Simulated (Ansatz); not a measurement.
Cost and result up the ladder for Sn16PH28 (45 atoms). The state is a doublet with charge 0. Geometry: PBE-D4/def2-SVP.

Cartesian coordinates in Å:
```
P 0.024 -0.757 0.617
Sn -4.230 -1.622 -0.205
Sn -0.006 1.136 4.779
Sn 3.731 -0.627 2.619
Sn -0.463 2.262 -1.148
Sn 1.659 2.812 0.675
Sn 0.236 0.625 -3.372
Sn -4.319 1.046 -3.928
Sn 4.513 0.023 -1.915
Sn -1.376 -0.133 2.668
Sn -1.586 -2.594 -0.139
Sn -4.261 1.042 -1.114
Sn 1.634 -2.332 1.847
Sn 2.764 0.648 4.938
Sn 4.032 1.273 0.558
Sn -2.066 -0.521 -4.550
Sn 2.209 -1.303 -2.825
H -5.159 -2.619 -1.284
H -4.936 -1.765 1.372
H -0.777 0.580 6.239
H -0.315 2.838 4.667
H 5.183 -1.522 2.971
H -2.593 1.667 -0.724
H -0.913 3.798 -1.913
H 1.013 2.413 2.253
H 2.043 4.512 0.778
H 0.902 1.644 -4.628
H -5.806 0.379 -4.527
H -4.170 2.662 -4.541
H 5.873 -1.049 -1.758
H 4.953 1.236 -3.079
H -2.147 -1.585 3.246
H -2.639 0.889 2.042
H -1.449 -3.937 0.960
H -1.056 -3.114 -1.705
H -5.436 2.030 -0.293
H 0.803 -3.045 3.202
H 2.067 -3.602 0.748
H 3.052 -0.349 6.334
H 3.577 2.160 5.211
H 5.391 2.292 0.965
H -2.368 -2.091 -3.869
H -1.862 -0.735 -6.262
H 1.694 -2.459 -1.641
H 2.580 -2.205 -4.267
```

Ansatz on 4 threads of AMD EPYC 7R13 on a shared host and a share (37 GiB) of an NVIDIA H100 80GB HBM3. Times are rough, and most runs start from the orbitals of an earlier one. r2SCAN0-D4/def2-TZVP serves as the yardstick here, not as an exact answer. Differences are given only for rows in sets of like size (and for xTB, whose basis is part of the method), since another set adds its own error. Binding counts from free atoms at the same level (P quartet, Sn triplet, H doublet; other spins of the atoms weren't run), without zero-point energy or a counterpoise term.

In the def2 sets Sn takes a core potential; there is no spin–orbit coupling. Correlated methods freeze 69 core orbitals; core or outer-core shells of Sn are correlated, in sets that lack core-valence functions. The rows differ in basis, and correlated rows in double-zeta sets carry the largest basis error. Single mean-field runs in def2-SVP, def2-TZVP are fitted with def2-universal-jkfit. Another isomer (doublet) lies 0.20 eV lower at PBE0-D4/def2-TZVP; other spin states weren't run for this one.

Correlated methods converge slowly with the basis, most of all in double-zeta sets.

```csv
level,functions,wall time
PBE-D4/def2-SVP,574,11 s
PBE0-D4/def2-SVP,574,17 s
r2SCAN-D4/def2-TZVP,1005,18 s
PBE-D4/def2-TZVP (with forces),1005,21 s
MP2/def2-SVP,574,34 s
r2SCAN0-D4/def2-TZVP,1005,43 s
PBE0-D4/def2-TZVP,1005,44 s
```

Estimate what each level gives for the binding energy per atom (eV).


| level | binding energy per atom (eV) | difference from r2SCAN0-D4/def2-TZVP (eV) |
| --- | --- | --- |
| PBE-D4/def2-SVP | 2.39 | – |
| PBE0-D4/def2-SVP | 2.38 | – |
| r2SCAN-D4/def2-TZVP | 2.41 | 0.02 |
| PBE-D4/def2-TZVP (with forces) | 2.40 | 0.01 |
| MP2/def2-SVP | 2.18 | – |
| r2SCAN0-D4/def2-TZVP | 2.39 | 0.00 |
| PBE0-D4/def2-TZVP | 2.39 | 0.00 |
